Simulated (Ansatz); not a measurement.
`SB1OC[SiH2]1` and `B1OC[SiH2]1` differ in one atom or group.

Ansatz, PBE0-D4/def2-TZVP geometries, multiplicity 1. Each molecule was computed in one conformer, which needn't be the lowest.

| property | `SB1OC[SiH2]1` |
| --- | --- |
| HOMO energy (PBE0/def2-TZVPP) / eV | -7.62 |
| LUMO energy (PBE0/def2-TZVPP) / eV | -0.82 |
| LUMO energy (PBE/def2-TZVPP) / eV | -1.72 |
| LUMO energy (ωB97M-V/def2-TZVPP) / eV | 1.18 |
| size of the dipole moment (ωB97M-V/def2-TZVPP) / D | 1.91 |
| HOMO–LUMO gap (ωB97M-V/def2-TZVPP) / eV | 10.91 |

(1) What does the change do to each property? (An estimate is asked.)

Answers

(1) The calculation gave: 
```
                                          property  `B1OC[SiH2]1`  shift
                HOMO energy (PBE0/def2-TZVPP) / eV          -7.56   0.06
                LUMO energy (PBE0/def2-TZVPP) / eV          -1.10  -0.28
                 LUMO energy (PBE/def2-TZVPP) / eV          -2.08  -0.36
             LUMO energy (ωB97M-V/def2-TZVPP) / eV           0.87  -0.31
size of the dipole moment (ωB97M-V/def2-TZVPP) / D           1.23  -0.68
           HOMO–LUMO gap (ωB97M-V/def2-TZVPP) / eV          10.59  -0.32
```

With PBE0 the HOMO rises by 0.06 eV and the LUMO falls by 0.28 eV, so the gap narrows by about 0.34 eV. PBE moves the HOMO by 0.08 eV and ωB97M-V by 0.01 eV. Dipoles are sizes alone; their direction can turn.
